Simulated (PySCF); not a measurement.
SMILES o1cccc1CCC(=O)OC (C8H10O3), GFN2-xTB optimised geometry.

```
21

C     -4.14    -3.52     2.71
O     -3.10    -2.55     2.59
C     -2.60    -2.38     1.35
O     -2.97    -2.99     0.39
C     -1.52    -1.32     1.36
C     -0.78    -1.26     0.02
C      0.21    -0.14     0.00
C      1.57    -0.14     0.00
C      1.97     1.22     0.00
C      0.82     1.94     0.00
O     -0.25     1.13     0.00
H     -4.40    -3.54     3.77
H     -3.79    -4.49     2.38
H     -5.00    -3.23     2.11
H     -0.83    -1.52     2.18
H     -2.00    -0.36     1.56
H     -1.52    -1.11    -0.78
H     -0.27    -2.20    -0.16
H      2.21    -1.00     0.00
H      2.97     1.59     0.00
H      0.64     2.99     0.00
```

Density from PBE0/def2-SVP (PySCF) at that geometry.

Minimum of the electron density along straight lines between bonded atoms, close to the bond critical point (lines longer than 1.1 times the sum of covalent radii, or with two minima, are not listed):

```json
[
 {"bond": "C1–O2", "length / Å": "1.422", "ρ at the minimum / e bohr⁻³": "0.245", "∇²ρ there / e bohr⁻⁵": "-0.30", "position (fraction from the first atom)": "0.34"},
 {"bond": "O2–C3", "length / Å": "1.340", "ρ at the minimum / e bohr⁻³": "0.304", "∇²ρ there / e bohr⁻⁵": "-0.36", "position (fraction from the first atom)": "0.67"},
 {"bond": "C3–O4", "length / Å": "1.201", "ρ at the minimum / e bohr⁻³": "0.421", "∇²ρ there / e bohr⁻⁵": "0.36", "position (fraction from the first atom)": "0.33"},
 {"bond": "C3–C5", "length / Å": "1.511", "ρ at the minimum / e bohr⁻³": "0.258", "∇²ρ there / e bohr⁻⁵": "-0.63", "position (fraction from the first atom)": "0.52"},
 {"bond": "C5–C6", "length / Å": "1.532", "ρ at the minimum / e bohr⁻³": "0.240", "∇²ρ there / e bohr⁻⁵": "-0.54", "position (fraction from the first atom)": "0.51"},
 {"bond": "C6–C7", "length / Å": "1.489", "ρ at the minimum / e bohr⁻³": "0.261", "∇²ρ there / e bohr⁻⁵": "-0.63", "position (fraction from the first atom)": "0.48"},
 {"bond": "C7–C8", "length / Å": "1.363", "ρ at the minimum / e bohr⁻³": "0.325", "∇²ρ there / e bohr⁻⁵": "-0.82", "position (fraction from the first atom)": "0.52"},
 {"bond": "C8–C9", "length / Å": "1.418", "ρ at the minimum / e bohr⁻³": "0.290", "∇²ρ there / e bohr⁻⁵": "-0.69", "position (fraction from the first atom)": "0.50"},
 {"bond": "C9–C10", "length / Å": "1.358", "ρ at the minimum / e bohr⁻³": "0.327", "∇²ρ there / e bohr⁻⁵": "-0.84", "position (fraction from the first atom)": "0.48"},
 {"bond": "C7–O11", "length / Å": "1.352", "ρ at the minimum / e bohr⁻³": "0.285", "∇²ρ there / e bohr⁻⁵": "0.04", "position (fraction from the first atom)": "0.33"},
 {"bond": "C10–O11", "length / Å": "1.345", "ρ at the minimum / e bohr⁻³": "0.288", "∇²ρ there / e bohr⁻⁵": "0.10", "position (fraction from the first atom)": "0.33"},
 {"bond": "C1–H12", "length / Å": "1.087", "ρ at the minimum / e bohr⁻³": "0.286", "∇²ρ there / e bohr⁻⁵": "-1.12", "position (fraction from the first atom)": "0.64"},
 {"bond": "C1–H13", "length / Å": "1.092", "ρ at the minimum / e bohr⁻³": "0.283", "∇²ρ there / e bohr⁻⁵": "-1.09", "position (fraction from the first atom)": "0.64"},
 {"bond": "C1–H14", "length / Å": "1.092", "ρ at the minimum / e bohr⁻³": "0.282", "∇²ρ there / e bohr⁻⁵": "-1.09", "position (fraction from the first atom)": "0.64"},
 {"bond": "C5–H15", "length / Å": "1.091", "ρ at the minimum / e bohr⁻³": "0.276", "∇²ρ there / e bohr⁻⁵": "-1.02", "position (fraction from the first atom)": "0.63"},
 {"bond": "C5–H16", "length / Å": "1.093", "ρ at the minimum / e bohr⁻³": "0.275", "∇²ρ there / e bohr⁻⁵": "-1.01", "position (fraction from the first atom)": "0.63"},
 {"bond": "C6–H17", "length / Å": "1.092", "ρ at the minimum / e bohr⁻³": "0.277", "∇²ρ there / e bohr⁻⁵": "-1.03", "position (fraction from the first atom)": "0.63"},
 {"bond": "C6–H18", "length / Å": "1.090", "ρ at the minimum / e bohr⁻³": "0.278", "∇²ρ there / e bohr⁻⁵": "-1.03", "position (fraction from the first atom)": "0.63"},
 {"bond": "C8–H19", "length / Å": "1.071", "ρ at the minimum / e bohr⁻³": "0.285", "∇²ρ there / e bohr⁻⁵": "-1.10", "position (fraction from the first atom)": "0.63"},
 {"bond": "C9–H20", "length / Å": "1.071", "ρ at the minimum / e bohr⁻³": "0.285", "∇²ρ there / e bohr⁻⁵": "-1.10", "position (fraction from the first atom)": "0.63"},
 {"bond": "C10–H21", "length / Å": "1.072", "ρ at the minimum / e bohr⁻³": "0.290", "∇²ρ there / e bohr⁻⁵": "-1.17", "position (fraction from the first atom)": "0.64"}
]
```
